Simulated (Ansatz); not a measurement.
Calculated with Ansatz (gas phase, PBE0-D4/def2-TZVP geometries, no zero-point term in ΔE). CCSD(T)/CBS is the MP2 limit (def2-TZVPP, def2-QZVPP) plus CCSD(T) − MP2 in def2-TZVPP, frozen cores. This one scheme is used for every species. Functionals use def2-TZVPP. B3LYP here is the variant with VWN-RPA as its local correlation; programs differ in this. For Sc outer-core shells are correlated without core-valence functions, which leaves a few kJ/mol of doubt a bond. Scalar relativity is left out up to krypton.

`[F][Sc]([Cl])[Cl]` + H–F → `[F][Sc]([F])[Cl]` + HCl  (ligand exchange at the Sc–Cl bond)

`[F][Sc]([Cl])[Cl]`:

Cartesian coordinates in Å:
```
F 1.415 0.985 -0.829
Sc 0.073 0.051 -0.043
Cl -1.538 -0.888 -1.358
Cl 0.049 -0.148 2.230
```

H–F:

Z-matrix (Å, degrees):
```
F
H 1 0.920
```

`[F][Sc]([F])[Cl]`:

Cartesian coordinates in Å:
```
F 1.744 -0.667 0.220
Sc 0.025 -0.098 -0.014
F -1.220 -1.340 -0.500
Cl -0.549 2.104 0.294
```

HCl:

```xyz
2

Cl    0.012   -0.567   -0.295
H    -0.012    0.567    0.295
```

Is it downhill or uphill in electronic energy at CCSD(T)/CBS, and by how much? (Best estimate.)

Ansatz gave: Downhill: ΔE = -0.06 eV.

What do these levels give: CAM-B3LYP-D4, ωB97X-V, ωB97M-V, PBE-QIDH, PBE, PBE0, B3LYP, r2SCAN0, BHLYP, MP2/def2-SVP, MP2/def2-TZVPP, CCSD/CBS(def2)? (An estimate is asked.)

The calculation gave: CAM-B3LYP-D4 -0.21, ωB97X-V -0.20, ωB97M-V -0.16, PBE-QIDH -0.08, PBE -0.20, PBE0 -0.12, B3LYP -0.19, r2SCAN0 -0.10, BHLYP -0.13, MP2/def2-SVP -0.25, MP2/def2-TZVPP -0.08, CCSD/CBS(def2) -0.06 eV.

Largest T1 diagnostic among the species: 0.016.

At CCSD(T), def2-SVP lies −0.20 eV from the extrapolated value and def2-TZVPP −0.05 eV. From BLYP to BHLYP (50 % exact exchange), in def2-TZVPP and without D4, ΔE moves by +0.12 eV.
